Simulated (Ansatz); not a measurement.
Harmonic frequencies (cm⁻¹) at PBE0-D4/def2-TZVP from Ansatz: 98, 276, 472, 720, 939, 984, 1087, 1135, 1163, 1372, 1431, 1488, 1491, 1819, 3046, 3120, 3125, 3202.

Question: Which molecule is it?
A. `C/N=C\F`
B. `N=CCF`
C. `C=NCF`
D. `[I][Al]1[CH2][GeH2]1`

Answer: A.
